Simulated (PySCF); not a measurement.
Bonding in `Fc1ccc(C(F)(F)F)[pH]1`

Compound: C₅H₃F₄P.
SMILES with atom numbers: `[F:1][c:2]1[cH:3][cH:4][c:5]([C:6]([F:7])([F:8])[F:9])[pH:10]1` (hydrogens: H11 on C3; H12 on C4; H13 on P10)

Geometry (GFN2-xTB, Å), atoms numbered from 1 in this order:
```xyz
13
C5H3F4P angstrom
F      3.1971    0.8857   -0.1896
C      1.9469    0.4246   -0.1291
C      1.6228   -0.8658    0.0842
C      0.2030   -1.0700    0.1005
C     -0.5149    0.0573   -0.0990
C     -1.9983    0.1394   -0.1371
F     -2.4589    0.5318   -1.3384
F     -2.5980   -1.0250    0.1430
F     -2.4744    1.0378    0.7487
P      0.5205    1.4974   -0.4978
H      2.3320   -1.6575    0.2516
H     -0.2360   -2.0387    0.2754
H      0.4537    2.0834    0.7699
```

Bond orders from the PBE0/pcSseg-1 density (PySCF). Isolated species at its GFN2-xTB geometry, gas phase.

(1) Where do the orders between heavy atoms depart from those drawn in the SMILES?

(2) Set the Mayer orders of the bonds beside their lengths.

Answers

(1) The largest departure is 0.568, at C5–P10 (drawn aromatic, 0.932), counting aromatic bonds as 1.5. The bonds drawn aromatic range from 0.93 to 1.68.

(2) 
```
   bond  drawn as  length (Å)  Mayer order
  F1–C2    single       1.334        0.944
  C2–C3  aromatic       1.348        1.675
  C3–C4  aromatic       1.435        1.135
  C4–C5  aromatic       1.351        1.673
  C5–C6    single       1.486        1.025
  C6–F7    single       1.345        0.998
  C6–F8    single       1.339        1.012
  C6–F9    single       1.348        0.982
 C5–P10  aromatic       1.818        0.932
 P10–C2  aromatic       1.822        0.959
 C3–H11    single       1.076        0.957
 C4–H12    single       1.078        0.978
P10–H13    single       1.398        0.917
```

Bonds between the same two heavy elements. C–F: lowest F1–C2 (0.944, 1.334 Å), highest C6–F8 (1.012, 1.339 Å); in 3 of the 6 pairs the longer bond (by over 0.003 Å) has the higher order (by 0.02 or more). C–C: lowest C5–C6 (1.025, 1.486 Å), highest C2–C3 and C4–C5 (1.675, 1.348 Å). C–P: lowest C5–P10 (0.932, 1.818 Å), highest P10–C2 (0.959, 1.822 Å); in 1 of the 1 pairs the longer bond (by over 0.003 Å) has the higher order (by 0.02 or more). Bonds named together lie within 0.004.

Task: Sum the orders of all bonds at each heavy atom with more than one neighbour and set the sums beside the valence in the SMILES.

Result: C2 3.578 (drawn 4), C3 3.767 (drawn 4), C4 3.786 (drawn 4), C5 3.630 (drawn 4), C6 4.017 (drawn 4), P10 2.808 (drawn 3). Orders between atoms that aren't bonded are not in these sums.

For a closed shell the Mayer order of atoms A and B is Σ (PS)μν (PS)νμ over the basis functions μ on A and ν on B, with P the density and S the overlap matrix.

These values come from a run that also computed NMR shieldings. Cost: about 60 s of CPU time on one thread; the machine was shared, so the figure is rough.
